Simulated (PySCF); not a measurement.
B(Cl)(H)(SiH3) (BClH4Si), SMILES [SiH3]BCl. Coordinates come from a B3LYP-D3(BJ)/def2-TZVP optimisation.

Q: Give the equilibrium geometry at B3LYP-D3(BJ)/def2-TZVP (PySCF confirms it by a frequency run) as Cartesian coordinates in Å, and its point group. (The exact figures need the calculation; the answer reports its results.)

A: point group Cs.
```xyz
7

B     -0.7583     0.1757     0.0000
Cl     0.1798     1.6514     0.0000
H     -1.9395     0.3160     0.0000
Si     0.1230    -1.6375     0.0000
H     -0.3247    -2.3917     1.1996
H     -0.3247    -2.3917    -1.1996
H      1.6023    -1.5601     0.0000
```
